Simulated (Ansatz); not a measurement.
Consider the ligand exchange at a B–S bond: `BSC(=C)CF` + `C#CS` → `BSC#C` + `C=C(S)CF`.

Program: Ansatz. Geometries: PBE0-D4/def2-TZVP. ΔE: electronic, gas phase. CCSD(T)/CBS is the MP2 limit (def2-TZVPP, def2-QZVPP) plus CCSD(T) − MP2 in def2-TZVPP, frozen cores. This one scheme is used for every species. Functionals use def2-TZVPP. B3LYP here is the variant with VWN-RPA as its local correlation; programs differ in this. One conformer a species, not always the lowest.

```csv
level,ΔE (kcal/mol),difference from CCSD(T)/CBS
PBE-D4,-3.6,-1.5
r2SCAN-D4,-3.6,-1.5
PBE0-D4,-2.5,-0.4
B3LYP-D4,-3.0,-0.9
ωB97X-V,-1.0,1.1
B2PLYP,-2.7,-0.6
r2SCAN,-3.6,-1.5
PBE0,-2.7,-0.6
B3LYP,-3.3,-1.2
HF/def2-TZVPP,0.1,2.2
CCSD(T)/def2-TZVPP,-2.1,0.0
HF/def2-QZVPP,-0.1,2.0
MP2/def2-QZVPP,-2.0,0.1
SCS-MP2/def2-QZVPP,-1.8,0.3
MP2/CBS(def2),-1.9,0.2
CCSD/CBS(def2),-1.3,0.8
CCSD(T)/CBS,-2.1,0
```

Largest T1 diagnostic among the species: 0.014.

From PBE to PBE0 (25 % exact exchange), in def2-TZVPP and without D4, ΔE moves by +1.2 kcal/mol. In def2-TZVPP, CCSD(T) changes the Hartree–Fock value by −2.1 kcal/mol (the triples alone add −0.8 kcal/mol) and MP2 by −2.0 kcal/mol.

CCSD(T)/CBS has its own doubt, a few kJ/mol and more with outer-core shells, so smaller differences from it don't rank the levels.
